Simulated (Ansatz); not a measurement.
Isolated molecules relaxed with PBE0-D4/def2-TZVP in Ansatz; ΔE leaves out vibrations. CCSD(T)/CBS is the MP2 limit (def2-TZVPP, def2-QZVPP) plus CCSD(T) − MP2 in def2-TZVPP, frozen cores. DFT in def2-TZVPP. B3LYP here is the variant with VWN-RPA as its local correlation; programs differ in this. Each species was taken in one conformer, which may not be the lowest.

Consider the redistribution: `BC[SiH](C)F` + `NC[SiH2]F` → `B[SiH2]CN` + `C[SiH](F)CF`.

`BC[SiH](C)F`:

```xyz
13

B    -1.870   -0.355    0.398
C    -0.610   -1.196    0.159
Si    0.703   -0.177   -0.716
C     1.208    1.320    0.251
F     1.984   -1.130   -0.891
H    -2.727   -0.280   -0.436
H    -1.993    0.293    1.399
H    -0.111   -1.523    1.077
H    -0.763   -2.046   -0.516
H     0.256    0.185   -2.084
H     1.519    1.050    1.263
H     0.368    2.017    0.332
H     2.035    1.841   -0.236
```

`NC[SiH2]F`:

Cartesian coordinates in Å:
```
N -1.181 -0.546 -0.671
C -0.568 0.295 0.356
Si 1.269 0.210 0.017
F 2.097 0.884 1.216
H -1.027 -1.527 -0.478
H -2.181 -0.402 -0.729
H -0.890 1.330 0.203
H -0.822 0.037 1.394
H 1.692 -1.212 -0.076
H 1.611 0.931 -1.231
```

`B[SiH2]CN`:

Z-matrix (Å, degrees):
```
Si
C 1 1.887
B 1 2.009 2 114.5
H 1 1.500 2 108.2 3 118.1
H 1 1.491 2 110.3 3 -125.6
N 2 1.457 1 111.4 3 -175.8
H 2 1.096 1 107.1 3 65.4
H 2 1.103 1 108.3 3 -48.5
H 3 1.197 1 123.2 2 8.5
H 3 1.197 1 119.9 2 -172.9
H 6 1.012 2 111.0 1 59.1
H 6 1.012 2 111.4 1 178.4
```

`C[SiH](F)CF`:

Cartesian coordinates in Å:
```
C -1.050 0.691 -0.953
Si 0.622 0.304 -0.262
F 1.292 1.636 0.337
C 0.507 -0.915 1.176
F -0.108 -2.081 0.719
H -1.694 1.145 -0.196
H -0.978 1.375 -1.801
H -1.527 -0.231 -1.297
H 1.537 -0.230 -1.301
H 1.491 -1.180 1.576
H -0.091 -0.514 2.002
```

```tsv
level	ΔE (kJ/mol)	difference from CCSD(T)/CBS
PBE-D4	278.4	-24.1
r2SCAN-D4	297.6	-4.9
PBE0-D4	287.6	-14.9
B3LYP-D4	290.9	-11.6
ωB97X-V	289.3	-13.2
ωB97M-V	300.2	-2.3
B2PLYP	299.4	-3.1
PBE	277.0	-25.5
r2SCAN	297.3	-5.2
PBE0	286.4	-16.1
B3LYP	288.6	-13.9
HF/def2-TZVPP	296.9	-5.6
MP2/def2-TZVPP	317.5	15.0
SCS-MP2/def2-TZVPP	307.6	5.1
CCSD/def2-TZVPP	298.0	-4.5
CCSD(T)/def2-TZVPP	298.0	-4.5
HF/def2-QZVPP	299.4	-3.1
MP2/def2-QZVPP	321.0	18.5
SCS-MP2/def2-QZVPP	311.1	8.6
HF/CBS(def2)	299.7	-2.8
MP2/CBS(def2)	322.1	19.6
CCSD/CBS(def2)	302.5	0.0
CCSD(T)/CBS	302.5	0
```

Largest T1 diagnostic among the species: 0.011.

From PBE to PBE0 (25 % exact exchange), in def2-TZVPP and without D4, ΔE moves by +9.4 kJ/mol.
